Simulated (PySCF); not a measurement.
Atoms are numbered as in `[CH2:1]1[CH2:2][C@@H:3]2[CH2:4][CH2:5][C@H:6]1[CH2:7]2`; H(Xn) means a hydrogen on atom n. Ha(C4), Ha(C5) are cis to C1 on the ring; Ha(C1), Ha(C2) are cis to C4 on the ring; Hb(C4), Hb(C5) are trans to C1 on the ring; Hb(C1), Hb(C2) are trans to C4 on the ring.

GIAO PBE0/pcSseg-1 shifts (PySCF, gas phase, non-relativistic, equivalent atoms averaged), each against references optimised in the same way as the molecule (TMS).

On the GFN2-xTB geometry: C7 39.8, C3/C6 39.8, C1/C2/C4/C5 32.5, H(C3)/H(C6) 2.10, Hb(C1)/Hb(C2)/Hb(C4)/Hb(C5) 1.60, Ha(C1)/Ha(C2)/Ha(C4)/Ha(C5) 1.16, H(C7) 1.08 ppm.

What changes on the PBE0-D3(BJ)/def2-SVP geometry?

Results:


| atoms | δ (ppm) | change |
| --- | --- | --- |
| C7 | 40.0 | +0.2 |
| C3/C6 | 38.7 | -1.1 |
| C1/C2/C4/C5 | 32.1 | -0.4 |
| H(C3)/H(C6) | 1.95 | -0.15 |
| Hb(C1)/Hb(C2)/Hb(C4)/Hb(C5) | 1.45 | -0.15 |
| Ha(C1)/Ha(C2)/Ha(C4)/Ha(C5) | 1.06 | -0.10 |
| H(C7) | 1.03 | -0.05 |

Bonds between heavy atoms that differ most (equivalent bonds averaged): C1–C2 1.542 → 1.552 Å, C6–C7 1.528 → 1.534 Å, C2–C3 1.533 → 1.536 Å. Mean change of bonds to hydrogen: C–H +0.011 Å.
